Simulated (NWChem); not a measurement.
System: CH₅InO₃; SMILES C[O][In]([OH])[OH]

Input file for NWChem:

```
start job
memory heap 200 mb stack 900 mb global 1100 mb
geometry units angstroms noautoz
  In    -0.004529     0.324886    -0.000506
  O      1.256705     1.902709     0.000330
  H      2.171003     1.555063     0.002157
  O     -2.003348     0.611832    -0.001652
  H     -2.162092     1.577170    -0.001892
  O      0.808949    -1.527344     0.009568
  C     -0.006745    -2.681889    -0.005311
  H     -0.615888    -2.786618    -0.934982
  H      0.660155    -3.572225     0.048269
  H     -0.708803    -2.748455     0.859943
end
basis spherical
  In library def2-svpd
  O library def2-svpd
  H library def2-svpd
  C library def2-svpd
end
ecp
  In library def2-ecp
end
dft
  xc xpbe96 cpbe96
  iterations 150
  mulliken
end
task dft energy
```

Excerpt of the output:

```
             Northwest Computational Chemistry Package (NWChem) 7.3.0
             --------------------------------------------------------

 C1  symmetry detected

                             Geometry "geometry" -> ""
                             -------------------------

 Output coordinates in angstroms (scale by  1.889725989 to convert to a.u.)

  No.       Tag          Charge          X              Y              Z
 ---- ---------------- ---------- -------------- -------------- --------------
    1 In                  49.0000    -0.00011466     0.30404599    -0.00028036
    2 O                    8.0000     1.25810674     1.88427212    -0.00154064
    3 H                    1.0000     2.17306804     1.53837084    -0.00133991
    4 O                    8.0000    -1.99947634     0.58717838     0.00209513
    5 H                    1.0000    -2.16006169     1.55221180     0.00220218
    6 O                    8.0000     0.81691154    -1.54662945     0.00823640
    7 C                    6.0000     0.00339660    -2.70272744    -0.00529640
    8 H                    1.0000    -0.60717303    -2.80855496    -0.93390653
    9 H                    1.0000     0.67208661    -3.59179321     0.04705179
   10 H                    1.0000    -0.69701644    -2.77069159     0.86118118

 Effective nuclear repulsion energy (a.u.)     497.9418372780

 Summary of "ao basis" -> "ao basis" (spherical)
 ------------------------------------------------------------------------------
       Tag                 Description            Shells   Functions and Types
 ---------------- ------------------------------  ------  ---------------------
 In                        def2-svpd                12       32   5s4p3d
 O                         def2-svpd                 9       23   4s3p2d
 H                         def2-svpd                 4        8   2s2p
 C                         def2-svpd                 8       20   4s2p2d

            General Information
            -------------------
          SCF calculation type: DFT
          Wavefunction type:  closed shell.
          No. of atoms     :    10
          No. of electrons :    56
           Alpha electrons :    28
            Beta electrons :    28
          Charge           :     0
          Spin multiplicity:     1
          Use of symmetry is: off; symmetry adaption is: off
          Maximum number of iterations: 150
          AO basis - number of functions:   161
                     number of shells:    67
          Convergence on energy requested:  1.00D-06
          Convergence on density requested:  1.00D-05
          Convergence on gradient requested:  5.00D-04

              XC Information
              --------------
          PerdewBurkeErnzerhof Exchange Functional  1.000
            Perdew 1991 LDA Correlation Functional  1.000 local
           PerdewBurkeErnz. Correlation Functional  1.000 non-local

             Grid Information
             ----------------
          Grid used for XC integration:  medium
          Radial quadrature: Mura-Knowles
          Angular quadrature: Lebedev.
          Tag              B.-S. Rad. Rad. Pts. Rad. Cut. Ang. Pts.
          ---              ---------- --------- --------- ---------
          In                  1.55      123          11.0       590
          O                   0.60       49          13.0       434
          H                   0.35       45          14.0       434
          C                   0.70       49          13.0       434
          Grid pruning is: on
          Number of quadrature shells:   544
          Spatial weights used:  Erf1

      Superposition of Atomic Density Guess
      -------------------------------------

 Sum of atomic energies:        -482.25301502

      Non-variational initial energy
      ------------------------------

 Total energy =    -454.450029
 1-e energy   =   -1229.634321
 2-e energy   =     507.417605
 HOMO         =      -0.376163
 LUMO         =      -0.131757

     ---------------------------------------------
      Total Density - Mulliken Population Analysis
     ---------------------------------------------

    Atom       Charge   Shell Charges
 -----------   ------   -------------------------------------------------------
    1 In  21    18.75   2.59 -0.60  0.47 -0.00  0.01  3.24  2.75  0.29  0.02  9.72  0.31 -0.05
    2 O    8     9.16   1.99  1.12  0.70  0.06  3.06  2.03  0.20  0.00  0.00
    3 H    1     0.60   0.55  0.00  0.05 -0.01
    4 O    8     9.16   1.99  1.12  0.70  0.06  3.06  2.03  0.20  0.00  0.00
    5 H    1     0.60   0.55  0.01  0.05 -0.01
    6 O    8     9.30   1.99  1.11  0.75  0.01  3.03  2.11  0.21  0.01  0.08
    7 C    6     5.56   1.99  0.94 -0.10  0.07  1.83  0.81  0.05 -0.03
    8 H    1     0.95   0.70  0.17  0.02  0.06
    9 H    1     0.97   0.70  0.18  0.02  0.07
   10 H    1     0.95   0.69  0.18  0.02  0.06

   convergence    iter        energy       DeltaE   RMS-Dens  Diis-err
 ---------------- ----- ----------------- --------- --------- ---------
 d= 0,ls=0.0,diis     1   -456.2734372341 -7.24D+02  2.86D-02  1.54D+00
 d= 0,ls=0.0,diis     2   -455.2370382825  1.04D+00  1.82D-02  1.11D+01
 d= 0,ls=0.0,diis     3   -456.4691136417 -1.23D+00  2.13D-03  4.45D-02
 d= 0,ls=0.0,diis     4   -456.4663924349  2.72D-03  1.61D-03  7.26D-02
 d= 0,ls=0.0,diis     5   -456.4726213872 -6.23D-03  7.37D-04  1.25D-02
  Resetting Diis
 d= 0,ls=0.0,diis     6   -456.4738664762 -1.25D-03  1.72D-04  9.26D-04
 d= 0,ls=0.0,diis     7   -456.4739917437 -1.25D-04  3.02D-05  2.95D-06
 d= 0,ls=0.0,diis     8   -456.4739911770  5.67D-07  2.06D-05  8.99D-06
 d= 0,ls=0.0,diis     9   -456.4739918890 -7.12D-07  8.06D-06  2.00D-06

         Total DFT energy =     -456.473991888994
      One electron energy =    -1233.326780174996
           Coulomb energy =      558.487824577174
    Exchange-Corr. energy =      -49.401722929438
 Nuclear repulsion energy =      267.766686638265

 Numeric. integr. density =       56.000009605806

[...]
```

Level: PBE/def2-SVPD with def2 effective core potentials on In. The geometry was optimised at PBE-D3(BJ)/def2-SVP. No frequency run checked for a minimum. def2 effective core potentials on In; no spin-orbit coupling.
